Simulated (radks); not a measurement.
Species: Ce V. Configuration: [Kr] 4d9.5 5s2 5p6 6p0.5 (fractional occupations, a model configuration).

Method: scalar-relativistic Kohn-Sham, PBE, spin-polarised, spherical densities, finite nucleus; open shells are filled with parallel spins first (spin-orbit coupling, left out, can overturn this in heavy ions); Fermi nuclear charge, rms radius 4.8771 fm; computed with a radial shooting solver on a logarithmic mesh with Libxc functionals.

Energy parts (Ry):
total: -17709.7428
kinetic: 18770.1887
electron-nucleus: -42693.4041
Hartree: 6627.9972
exchange-correlation: -414.5246

Orbitals (lengths in bohr, moments of r in powers of bohr; <r^-3> diverges for s and p1/2):
| orbital | occ. | eigenvalue (Ry) | <r^2> | <r^-3> |
|---|---|---|---|---|
| 1s up | 1 | -2963.495 | 0.0008209 | - |
| 1s down | 1 | -2963.495 | 0.0008209 | - |
| 2s up | 1 | -477.9386 | 0.01306 | - |
| 2s down | 1 | -477.9206 | 0.01306 | - |
| 2p up | 3 | -428.4777 | 0.01041 | 7970 |
| 2p down | 3 | -428.4633 | 0.01041 | 7971 |
| 3s up | 1 | -106.1410 | 0.08869 | - |
| 3s down | 1 | -106.1323 | 0.08868 | - |
| 3p up | 3 | -90.41051 | 0.08871 | 1596 |
| 3p down | 3 | -90.40061 | 0.08870 | 1596 |
| 3d up | 5 | -68.06593 | 0.07577 | 218.7 |
| 3d down | 5 | -68.05062 | 0.07576 | 218.7 |
| 4s up | 1 | -24.56339 | 0.4526 | - |
| 4s down | 1 | -24.51479 | 0.4526 | - |
| 4p up | 3 | -19.39007 | 0.5084 | 350.4 |
| 4p down | 3 | -19.34203 | 0.5086 | 350.3 |
| 4d up | 5 | -11.92972 | 0.6181 | 40.14 |
| 4d down | 4.5 | -11.88362 | 0.6189 | 40.10 |
| 5s up | 1 | -6.11202 | 2.307 | - |
| 5s down | 1 | -6.09635 | 2.308 | - |
| 5p up | 3 | -4.68780 | 2.904 | 62.40 |
| 5p down | 3 | -4.67363 | 2.901 | 62.34 |
| 6p up | 0.5 | -1.88673 | 13.35 | 14.58 |

The highest occupied level is 6p up at -25.670 eV. The spin density at the nucleus is -0.1766 e/bohr^3 (1s -0.1081, 2s -0.7537, 3s 0.0890, 4s 0.0040, 5s 0.5923). Spin moment in Bohr magnetons: 1. Summed over all electrons, <r^2> = 40.10 bohr^2, which gives a Langevin (diamagnetic) susceptibility term of -31.8 x 10^-6 cm^3/mol.
